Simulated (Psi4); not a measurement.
A dimer, C2H6Cl2Si ··· H2 (SMILES C[Si](C)(Cl)Cl and [H][H]); the first 11 atoms form monomer A.

```
13

C      1.4494    -0.5669    -0.3914
Si     0.0429     0.6106    -0.1161
C     -1.5019    -0.1837     0.5345
Cl     0.6515     2.0678     1.2219
Cl    -0.3984     1.5442    -1.9098
H      1.1644    -1.3331    -1.1150
H      2.3237    -0.0395    -0.7733
H      1.7223    -1.0559     0.5457
H     -2.2857     0.5603     0.6787
H     -1.8646    -0.9364    -0.1682
H     -1.3036    -0.6674     1.4929
H     -1.2357    -1.9708    -3.1515
H     -1.0639    -1.3053    -2.8671
```

Problem. What interaction energy does SAPT0/jun-cc-pVDZ, frozen core run with Psi4 1.11 give, and which attractive term is the largest?

Solution. Total -0.13 kcal/mol: electrostatics -0.50, exchange 1.24, induction -0.16, dispersion -0.71. The most attractive term is dispersion.
